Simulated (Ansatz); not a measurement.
BClGeH$_{4}$Si (`Cl[SiH]1[BH][GeH2]1`). The species carries charge 0 and has multiplicity 1. The geometry is a stationary point of PBE0-D4/def2-TZVP.

```xyz
8

Cl   -3.046   -1.468    0.415
Si   -1.142   -0.730    0.369
B    -0.396    0.496   -0.812
Ge    1.399    0.636   -0.137
H    -0.418   -1.365    1.493
H    -0.854    1.076   -1.741
H     1.907   -0.155    1.080
H     2.550    1.510   -0.667
```

(1) What is the dipole moment at ωB97M-V/def2-TZVPP? (An estimate is asked.)

(2) And with PBE, r2SCAN, B3LYP? (Estimate.)

(3) Give the Mulliken charges with ωB97M-V, PBE, r2SCAN in def2-TZVPP. (Estimate.)

Answers

(1) The calculation gave: 1.57 D, with components (1.27, -0.24, 0.89) D in this frame, pointing from negative to positive charge.

(2) The calculation gave: PBE 1.37 D, r2SCAN 1.39 D, B3LYP 1.42 D.

(3) Computed: 
```csv
atom,ωB97M-V,PBE,r2SCAN
Cl1,-0.17,-0.17,-0.20
Si2,0.19,0.21,0.32
B3,-0.11,-0.04,-0.11
Ge4,-0.11,-0.04,-0.03
H5,0.01,-0.03,-0.04
H6,0.11,0.04,0.04
H7,0.04,0.01,0.01
H8,0.05,0.01,0.01
```

B3LYP here is the variant with VWN-RPA as its local correlation; programs differ in this.
